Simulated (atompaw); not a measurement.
## neodymium (Nd): PAW (atompaw) pseudisation with PBEsol, scalar-relativistic reference atom.

Nd, PAW, made with atompaw 4.2.0.5 (PBEsol, scalar-relativistic). Core [Xe], reference 4f4 5d0 6s0 6p0 (charge +2). Waves: 6s (bound, empty): rc 3.00 bohr; 6s channel at -0.35 Ry: rc 3.00 bohr; 6p (bound, empty): rc 1.82 bohr; 6p channel at 0.7 Ry: rc 3.00 bohr; 5d (bound, empty): rc 3.00 bohr; 5d channel at 0.9 Ry: rc 3.00 bohr; 4f (bound): rc 1.95 bohr; 4f channel at -0.75 Ry: rc 1.95 bohr. Local part: bessel scheme, radius 2.75 bohr. Core correction: smooth core density matched at 2.70 bohr. Augmentation charge: sinc compensation charge, radius 2.45 bohr; PAW radius 3.00 bohr; waves and projectors: custom polynom vanderbiltortho.

All-electron outer shells of the reference configuration (PBEsol, scalar-relativistic, ld1.x):

| shell | level (eV) | outermost node (bohr) | outermost maximum (bohr) |
| --- | --- | --- | --- |
| 5s | -53.46 | 0.72 | 1.32 |
| 5p | -35.00 | 0.77 | 1.50 |
| 4f | -14.60 | – | 0.67 |
| 5d | -13.51 | 0.88 | 2.10 |
| 6s | -13.23 | 1.75 | 3.34 |
| 6p | -9.48 | 2.05 | 4.03 |

Results:

```json
{
 "Cutoffs needed": "35 Ry and 60 Ry (the cutoffs (Ry, on a coarse ladder) from which the occupation-weighted sum of valence levels, in a spherical-Bessel basis at the reference potential, stays within 10 and 1 mRy of its value at 400 Ry)",
 "Ghost test": "ghost states, extra bound levels that the all-electron valence spectrum of the same l lacks: s at -60.9 eV, p at -36.1 eV; a true bound ghost makes a file unfit for plane-wave use (spherical-Bessel basis up to 400 Ry, 20 bohr box)",
 "Lowest eigenvalue of the overlap operator": "0.18 (p channel)",
 "Overlap eigenvalues printed by atompaw (projector basis)": "1.7, 2.47, 2.69, 4.22, 7.34, 15.2, 151, 162",
 "Share of each valence orbital outside the PAW sphere": "6s 72 %, 6p 87 %, 5d 29 %, 4f 2 %"
}
```

Generation and tests took about 5.7 s on one core of a shared server CPU.
